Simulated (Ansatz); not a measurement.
C₄H₅ (SMILES [CH2-]C#CC), charge -1, singlet, geometry from GFN2-xTB (a gas-phase anion, which may not be bound at this level). Base run: CCSD/def2-SVP (Ansatz, a program for electronic structure).

Ansatz was given this input:
Ansatz 0.2 input:
```yaml
crystal:
  periodic: [false, false, false]
  atoms:
    - {symbol: C, position_ang: [-0.02689703, 0.01898413, 2.00101260]}
    - {symbol: C, position_ang: [-0.00904766, -0.04049079, 0.66114669]}
    - {symbol: C, position_ang: [0.00789498, -0.42450959, -0.53346907]}
    - {symbol: C, position_ang: [0.02444904, 0.23607485, -1.86598431]}
    - {symbol: H, position_ang: [-0.95631018, 0.02398960, 2.57125672]}
    - {symbol: H, position_ang: [0.88696065, 0.03044252, 2.59575182]}
    - {symbol: H, position_ang: [-0.01375398, 1.34661131, -1.85047335]}
    - {symbol: H, position_ang: [0.93433358, -0.04072948, -2.41968026]}
    - {symbol: H, position_ang: [-0.82962597, -0.10066542, -2.47309051]}
basis:
  gaussian:
    orbitals: def2-SVP
total_charge: -1
magnetization: {spin_polarized: false}
correlation: {method: ccsd}
```

Variants of this job, named by their change:

| change | ΔE vs base (mEh) | MP2 correlation (Eh) | CC correlation without the perturbative part (Eh) | basis functions |
|---|---|---|---|---|
| base | 0.000 | -0.54270 | -0.57978 | 81 |
| electrons = all | [?] | [?] | [?] | 81 |
| diis_vectors = 2 | -0.001 | -0.54270 | -0.57978 | 81 |
| reference functional = pbe0 | [?] | - | [?] | 81 |
| lower_state_search = off | 0.000 | -0.54270 | -0.57978 | 81 |
| method = bccd | 1.353 | -0.54270 | -0.57842 | 81 |
| method = bccd_t | -23.454 | -0.54270 | -0.57842 | 81 |
| method = ccsd_t | -23.333 | -0.54270 | -0.57978 | 81 |
| diis_vectors = 4 | -0.001 | -0.54270 | -0.57978 | 81 |
| method = rpa | [?] | - | - | 81 |

**Question.** Fill in the missing entries.

**Answer.** 
- electrons = all, ΔE vs base (mEh): -11.043
- electrons = all, MP2 correlation (Eh): -0.55451
- electrons = all, CC correlation without the perturbative part (Eh): -0.59082
- reference functional = pbe0, ΔE vs base (mEh): 3.111
- reference functional = pbe0, CC correlation without the perturbative part (Eh): -0.59321
- method = rpa, ΔE vs base (mEh): -41.642

A gas-phase anion may not be bound at this level; its values then depend on the basis.
